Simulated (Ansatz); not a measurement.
C$_{3}$H$_{7}$BS, SMILES `BC(=C)SC`, relaxed with RKS PBE-D4/def2-SVP in Ansatz from a rough embedded geometry. The force threshold is 0.03 eV/Å; the program also tests the step.

The species carries charge 0 and has multiplicity 1.

Start:

```xyz
12

B    -1.568   -0.009   -0.925
C    -0.689   -0.097    0.360
C    -0.625   -1.218    1.140
S     0.273    1.401    0.725
C     1.729    0.858   -0.189
H    -1.681    0.917   -1.581
H    -2.254   -0.981   -1.238
H     0.015   -1.194    1.958
H    -1.223   -2.050    0.888
H     2.101   -0.078    0.197
H     2.490    1.656   -0.066
H     1.432    0.796   -1.268
```

```
         step  energy (eV)  largest force (eV/Å)  largest move (Å)
            1  -14718.5748                 2.684             0.000
            2  -14718.8652                 0.895             0.193
            3  -14718.9168                 0.554             0.193
            4  -14718.9766                 0.485             0.200
            5  -14719.0061                 0.450             0.196
            6  -14719.0453                 0.264             0.200
            7  -14719.0700                 0.125             0.200
 8 (rejected)  -14719.0678                 0.303             0.166
            9  -14719.0781                 0.077             0.081
           10  -14719.0801                 0.166             0.092
           11  -14719.0819                 0.116             0.038
           12  -14719.0843                 0.080             0.062
           13  -14719.0867                 0.055             0.067
14 (rejected)  -14719.0858                 0.429             0.195
           15  -14719.0904                 0.025             0.098
           16  -14719.0938                 0.145             0.098
17 (rejected)  -14719.0937                 0.305             0.146
           18  -14719.0970                 0.080             0.071
19 (rejected)  -14719.0949                 0.293             0.074
           20  -14719.0988                 0.025             0.036
           21  -14719.1000                 0.028             0.036
           22  -14719.1015                 0.055             0.055
           23  -14719.1027                 0.092             0.083
           24  -14719.1032                 0.077             0.015
           25  -14719.1037                 0.057             0.031
26 (rejected)  -14719.1030                 0.079             0.109
           27  -14719.1042                 0.021             0.053
```

End:

```xyz
12

B    -1.023   -0.410   -0.933
C    -0.441   -0.454    0.501
C    -1.135   -1.185    1.431
S     1.013    0.409    1.045
C     1.641    1.226   -0.452
H    -0.571    0.280   -1.825
H    -1.997   -1.103   -1.164
H    -0.843   -1.242    2.495
H    -2.036   -1.737    1.126
H     1.891    0.497   -1.248
H     2.569    1.737   -0.132
H     0.933    1.981   -0.845
```

Run time 31 s (4 threads of an Arm Neoverse V1 on a shared host); peak host memory 0.15 GiB.
